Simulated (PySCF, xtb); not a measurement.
C₂H₆BNO₂Si, SMILES N[SiH2]C#CB(O)O.

xtb with GFN2-xTB at its own geometry gives an orbital gap of 4.29 eV and a dipole moment of 3.56 D.

Coordinates come from a ωB97X-D3(BJ)/def2-SVP optimisation. The structure was generated by enumeration, and PubChem lists no compound with its InChIKey, so it may never have been made. One conformer was computed; it need not be the lowest.

**Question.** What does HF/def2-TZVP in PySCF give? (An estimate is asked for; the answer gives what the named calculation found.)

**Answer.** gap 13.39 eV (levels -10.90 and 2.48 eV), dipole 3.90 D.
